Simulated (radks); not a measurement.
Results of a calculation; reference values are marked as such.
Question: The krypton ion Kr8+ is in [Ar] 3d10. Level of theory: scalar-relativistic Kohn-Sham, BLYP, spin-polarised, spherical densities, finite nucleus; Fermi nuclear charge, rms radius of each element as measured or else 0.836 A^(1/3) + 0.57 fm (a radial shooting solver on a logarithmic mesh with Libxc functionals). Open shells are filled with parallel spins first. One electron is removed from 3d, 3p, 3s, 2p in turn, with full relaxation. Which removal costs least, and what does each cost?

Answer: 3d 233.06 eV; 3p 347.18 eV; 3s 416.17 eV; 2p 1834.3 eV. The 3d electron leaves first.
